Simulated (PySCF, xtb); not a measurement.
CH5CdNO, SMILES C[O][Cd][NH2]. Other conformers were not sampled.

Harmonic wavenumbers (cm⁻¹) from GFN2-xTB in xtb at its own minimum, in rising order: 44, 60, 140, 155, 180, 312, 386, 667, 690, 1057, 1139, 1140, 1411, 1480, 1482, 1482, 2829, 2847, 2900, 3266, 3318.

**Question.** What does B3LYP-D3(BJ)/def2-SVP (PySCF) give at its own minimum? (An estimate is asked for; the answer gives what the named calculation found.)

**Answer.** 80, 98, 120, 152, 227, 481, 560, 624, 803, 1122, 1170, 1189, 1470, 1471, 1483, 1535, 2927, 2972, 3018, 3482, 3572. Paired by order, the mean absolute difference is 82 cm⁻¹ and the zero-point energies are 38.6 and 40.8 kcal/mol.
